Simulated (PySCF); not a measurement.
Polarisability and C₆ of Se (selenium, neutral)

[Ar] 3d10 4s2 4p4, high-spin 3P determinant. All numbers are calculated (PySCF 2.14, scalar relativity through the core potential, in aug-cc-pwCVTZ-PP with ECP10MDF (8s7p6d4f1g, 96 functions)). Coupled (time-dependent) response in atomic units; α is the mean over directions.

```json
{"method": "r2SCAN0", "mean α (bohr³)": "25.84", "α xx, yy, zz": "23.99, 29.55, 23.99", "C₆ (like pair)": "220.8", "S(−4)": "169.0"}
```

S(−4) is the Cauchy moment in α(ω) = α(0) + S(−4) ω² + …

Reference α: 28.9 ± 1 bohr³ (recommended; Schwerdtfeger and Nagle, table of static dipole polarizabilities (2023 update)). Published C₆: 210.0 (Chu and Dalgarno (2004); Tang, Norbeck and Certain (1976)).

Spin-orbit coupling is absent.

α(iu) at r2SCAN0:

| u (hartree) | α(iu) (bohr³) |
| --- | --- |
| 0 | 25.84 |
| 0.0500 | 25.43 |
| 0.100 | 24.29 |
| 0.200 | 20.81 |
| 0.300 | 17.08 |
| 0.500 | 11.28 |
| 0.750 | 7.071 |
| 1.00 | 4.781 |
| 1.50 | 2.613 |
| 2.00 | 1.677 |
| 3.00 | 0.9044 |
| 5.00 | 0.4266 |

A single London oscillator, α(iu) = α/(1 + u²/ω²), gives C₆ = (3/4) ω α². Matching the computed C₆ needs ω = 4 × 220.8 / (3 × 25.84²) = 0.441 hartree.

The components differ because the open shell of this determinant is not spherical; for a pure term their mean is the scalar polarisability.

Energies and moments cover only the electrons outside the core potential.
